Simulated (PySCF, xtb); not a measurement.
SiBrF₃, SMILES F[Si](F)(F)Br.

Harmonic wavenumbers (cm⁻¹) from GFN2-xTB in xtb at its own minimum, in rising order: 145, 145, 226, 238, 238, 502, 871, 977, 977.

**Question.** What does r2SCAN-D4/def2-SVP (PySCF) give at its own minimum? (The exact figures need the calculation; the answer reports its results.)

**Answer.** 190, 190, 279, 319, 319, 501, 856, 1005, 1005. Paired by order, the mean absolute difference is 42 cm⁻¹ and the zero-point energies are 6.2 and 6.7 kcal/mol.
